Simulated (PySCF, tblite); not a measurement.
A set of runs on `C1S[C@H](C1=O)C(N)=[O+]` [radical]; the geometry of each is named by its level. Settings lines and outputs come from a driver script.

Compound: C4H5NO2S (charge +1 and doublet state).
SMILES with atom numbers: `[NH2:1][C:2](=[O+:3])[C@@H:4]1[S:5][CH2:6][C:7]1=[O:8]` (hydrogens: H9, H10 on N1; H11 on C4; H12, H13 on C6)

Step 1: GFN2-xTB geometry optimisation, gas phase (tblite 0.8.0) (from a force-field or distance-geometry start)
```json
{"job": {"kind": "relax", "xc": "GFN2-xTB", "basis": "xTB"}, "charge": 1, "multiplicity": 2}
```
```
step      E/eV     max force
  0    -675.23119    6.354
  1    -675.69730    7.157
  2    -676.16039    1.882
...
 67    -677.46121    0.020
 68    -677.46126    0.021
 69    -677.46131    0.017
 70    -677.46133    0.012
 71    -677.46134    0.008
```

Energy lowered by 51.4 kcal/mol over 71 steps; largest atomic force 0.008 eV/Å at the end. «max force» is the largest atomic force in eV/Å.

Hardware: an Arm Neoverse V2 with one thread, shared host with 96 logical CPUs at a one-minute load of 57. Cost: 0.37 s wall.

Step 2: GFN2-xTB harmonic vibrations, gas phase (tblite 0.8.0) (on the GFN2-xTB geometry)
```json
{"job": {"kind": "ir", "xc": "GFN2-xTB", "basis": "xTB"}, "charge": 1, "multiplicity": 2}
```
```
(table of modes left out)
```

33 modes from 46 to 3444 cm⁻¹ (unscaled, harmonic); zero-point energy 54.4 kcal/mol; all wavenumbers are real at this level.

The run took 0.33 s on one thread, Arm Neoverse V2 (aarch64), no GPU, shared host.

Step 3: UKS B3LYP, pcH-1 on C H N O S, non-relativistic, mean-field spin-orbit, GIAO (PySCF 2.14.0) (on the GFN2-xTB geometry)
```json
{"job": {"kind": "epr", "basis": "pcH-1"}, "charge": 1, "multiplicity": 2}
```
```
...
E = -758.51545936 Eh   <S^2> = 0.7551 (exact 0.7500)
g shifts (ppm)      1          2          3
  rmc          -262       -262       -262
  gc             16         39         44
  oz_so         724      13639      22239
  total         479      13417      22022
hyperfine (MHz)  atom isotope    a_iso     a_fc   dipolar eigenvalues
    0   14N      12.82      12.87     -2.02     -1.42      3.44
    1   13C       3.20       3.21     -8.59     -2.80     11.39
    2   17O     -12.04     -11.59    -66.52     31.33     35.19
    3   13C     -16.40     -16.79    -11.27    -10.57     21.84
    4   33S      19.02      18.93    -62.91    -58.92    121.82
    5   13C      -4.07      -4.25     -3.48     -2.11      5.59
    6   13C      -5.89      -5.90     -3.61      0.87      2.75
    7   17O      -2.98      -2.82    -17.78      7.72     10.06
    8    1H      -3.91      -3.88     -3.23     -0.45      3.68
    9    1H      10.58      10.59     -3.00     -0.23      3.23
   10    1H      55.50      55.45     -4.69     -4.09      8.78
   11    1H      22.79      22.77     -3.91     -1.52      5.43
   12    1H      59.71      59.70     -3.38     -2.33      5.71
```

⟨S²⟩ 0.755; g_iso 2.0143. rmc, gc and oz_so are the mass-correction, gauge-correction and orbital-Zeeman/spin–orbit parts of the g shift along its three principal axes; a_iso is the isotropic hyperfine coupling and a_fc its Fermi-contact part. The log counts atoms from 0, this text from 1.

The run took 88 s wall (with the writing of density and orbital grids) on Arm Neoverse V2, one thread, no GPU, shared host with 96 logical CPUs at a one-minute load of 54, and the process peaked at 0.96 GiB of memory.

Geometry of the electronic-property runs (GFN2-xTB):
```
atom  x, y, z in Å
N1     2.0834    0.2370   -0.4690
C2     1.2461   -0.7590   -0.6842
O3     1.3309   -1.6923   -1.4212
C4    -0.0527   -0.6390    0.2581
S5    -1.5479   -1.4558   -0.2994
C6    -2.0580    0.2907   -0.3054
C7    -0.6943    0.7432    0.1744
O8    -0.2212    1.8100    0.3740
H9     1.8834    1.0177    0.1412
H10    2.9413    0.2651   -1.0061
H11    0.3159   -0.9895    1.2264
H12   -2.3765    0.6689   -1.2795
H13   -2.8547    0.5037    0.4119
```

 (This holds for the electronic-property runs.)

One conformer stands for the species.
